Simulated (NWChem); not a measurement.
Species: C2H7OS cation; SMILES [OH+]=S(C)C

Program: NWChem. STO-3G and 3-21G are far too small for this property and stand as cheap habits. Coordinates come from a PBE0/def2-SVP optimisation. Field at 589 nm.

For level B3LYP/def2-SVPD:

```
Property                          Result
--------------------------------  ------
isotropic polarisability (bohr³)    47.2
```

Problem. How do the values read with level B3LYP/STO-3G instead?

Solution. 
| Property | Value |
|---|---|
| isotropic polarisability (bohr³) | 23.8 |
